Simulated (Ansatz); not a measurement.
silicon dioxide molecule (SMILES O=[Si]=O) moved off its minimum; all values from Ansatz (a program for electronic structure), cores frozen in correlated methods.
(charge 0, multiplicity 1)
```xyz
3

O     -0.07768    -0.10124    -1.58902
Si     0.03593    -0.05648     0.15859
O      0.05853     0.04176     1.52963
```

Question: Give the forces (eV/Å), the total energy and the dipole at CCSD(T)/aug-cc-pV(T+d)Z.

Answer: 
```tsv
atom	Fx	Fy	Fz
O1	0.489	0.111	6.585
Si2	-0.769	-0.912	-18.810
O3	0.280	0.802	12.225
```
Energy -439.2832 hartree, dipole 0.90 D.
